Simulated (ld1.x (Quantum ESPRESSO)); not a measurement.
# Bi (Z = 83), TM: configuration errors across variants

bismuth, norm-conserving Troullier–Martins (Kleinman–Bylander form), made with ld1.x (Quantum ESPRESSO) 7.5 (PBEsol, scalar-relativistic). Core [Xe] 4f14 5d10, reference 6s2 6p3. Waves: 6p (bound): rc 2.25 bohr; 6s (bound): rc 1.80 bohr. Local part: the s channel. Core correction: Bessel-smoothed model core inside 1.35 bohr.

All-electron excitation energies from the reference (eV): (1) 6s2 6p2 7.949; (2) 6s2 6p1 23.239; (3) 6s2 6p0 46.596; (4) 6s2 6p3.3 -1.100; (5) 6s1 6p0 92.074; (6) 6s1 6p3 18.805; (7) 6s1 6p4 10.116.

A true bound ghost makes a file unfit for plane-wave use even where its test errors are small: the radial tests pick states by their node count and pass the ghost by.

Errors AE − PS in meV (a dash: test not solved or not reliable):

| change | (1) | (2) | (3) | (4) | (5) | (6) | (7) | bound ghosts |
| --- | --- | --- | --- | --- | --- | --- | --- | --- |
| base | -12 | -76 | -267 | +0.5 | -887 | -65 | -33 | none |
| wave 6p (bound): rc 2.25 bohr becomes 6p (bound): rc 1.46 bohr | -19 | -127 | -440 | +0.1 | -1129 | -74 | -51 | p |
| wave 6p (bound): rc 2.25 bohr becomes 6p (bound): rc 1.74 bohr | -12 | -80 | -292 | +0.4 | -957 | -57 | -25 | p |
| wave 6p (bound): rc 2.25 bohr becomes 6p (bound): rc 1.92 bohr | -12 | -76 | -275 | +0.5 | -917 | -59 | -27 | none |
| wave 6p (bound): rc 2.25 bohr becomes 6p (bound): rc 2.36 bohr | -12 | -75 | -266 | +0.5 | -884 | -65 | -33 | none |
| wave 6p (bound): rc 2.25 bohr becomes 6p (bound): rc 2.68 bohr | -12 | -77 | -275 | +0.5 | -907 | -62 | -30 | none |
| wave 6p (bound): rc 2.25 bohr becomes 6p (bound): rc 2.82 bohr | -12 | -79 | -286 | +0.5 | -932 | -59 | -27 | none |
| wave 6p (bound): rc 2.25 bohr becomes 6p (bound): rc 3.20 bohr | -13 | -90 | -341 | +0.5 | -1050 | -46 | -16 | none |
| wave 6p (bound): rc 2.25 bohr becomes 6p (bound): rc 3.36 bohr | -14 | -97 | -375 | +0.5 | -1118 | -39 | -11 | none |

Give the same row for: wave 6p (bound): rc 2.25 bohr becomes 6p (bound): rc 2.20 bohr.

-12, -76, -268, +0.4, -890, -64, -32; bound ghosts: none.
